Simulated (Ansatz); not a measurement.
C7H7, SMILES [CH2]c1ccccc1, multiplicity 2.

Coordinates come from a ωB97X-D3(BJ)/def2-SVP optimisation.

Two levels are set side by side: PBE/def2-SVPD (Ansatz, a program for electronic structure) and CAM-B3LYP/def2-SVPD (Ansatz). Energy differences of separate SCF runs at the same geometry; the states with an electron removed or added have multiplicity 1 and 1. Differences are taken from unrounded values.

```csv
quantity,CAM-B3LYP,PBE,PBE minus CAM-B3LYP
vertical ionisation energy (eV),7.37,7.19,-0.17
vertical electron affinity (eV),0.65,0.77,0.13
```
